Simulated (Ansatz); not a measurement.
Gas-phase electronic energies from Ansatz, PBE0-D4/def2-TZVP geometries. CCSD(T)/CBS adds triple-zeta CCSD(T) − MP2 to the extrapolated MP2 energy (def2 sets, frozen cores). This one scheme is used for every species. DFT in def2-TZVPP. For Ge outer-core shells are correlated without core-valence functions, which leaves a few kJ/mol of doubt a bond. Scalar relativity is left out up to krypton. One conformer a species, not always the lowest.

Reaction (formal exchange of groups at a C–C bond): `[CH3][AlH][CH2]CCl` + GeH₄ → `[CH3][AlH][CH2][GeH3]` + `CCl`

`[CH3][AlH][CH2]CCl`:

Z-matrix (Å, degrees):
```
C
Al 1 1.951
H 1 1.094 2 111.9
H 1 1.097 2 109.8 3 117.8
H 1 1.093 2 113.3 3 -122.8
C 2 1.972 1 121.9 3 145.1
H 2 1.591 1 120.9 3 -36.4
C 6 1.502 2 115.5 1 -2.3
H 6 1.097 2 107.8 1 -126.2
H 6 1.098 2 107.4 1 121.2
Cl 8 1.806 6 113.1 2 179.4
H 8 1.090 6 112.5 2 -61.9
H 8 1.090 6 112.5 2 60.6
```

GeH₄:

```xyz
5

Ge    0.000    0.000    0.000
H     0.584   -0.337    1.378
H     0.606    1.316   -0.504
H    -1.523    0.149    0.113
H     0.332   -1.127   -0.986
```

`[CH3][AlH][CH2][GeH3]`:

Cartesian coordinates in Å:
```
C 0.033 2.328 0.016
Al -0.072 0.691 1.074
C 0.729 -0.968 0.438
Ge -0.391 -1.891 -0.875
H 0.409 3.165 0.614
H 0.670 2.229 -0.866
H -0.965 2.623 -0.327
H -0.867 0.682 2.453
H 0.905 -1.669 1.259
H 1.687 -0.776 -0.058
H -0.584 -1.005 -2.122
H 0.230 -3.228 -1.321
H -1.786 -2.180 -0.284
```

`CCl`:

```xyz
5

C    -0.002   -0.073   -0.126
Cl    0.018    0.815    1.408
H    -0.089    0.642   -0.941
H    -0.853   -0.750   -0.126
H     0.926   -0.635   -0.215
```

| level | ΔE (eV) |
| --- | --- |
| ωB97X-V | -0.35 |
| CCSD/def2-TZVPP | -0.41 |
| HF/def2-QZVPP | -0.37 |
| MP2/def2-QZVPP | -0.43 |

Q: What does CCSD(T)/CBS give? (Best estimate.)

A: Computed: -0.41 eV. The listed levels differ from it by 0.06, 0.00, 0.04, -0.02 eV.

Largest T1 diagnostic among the species: 0.012.
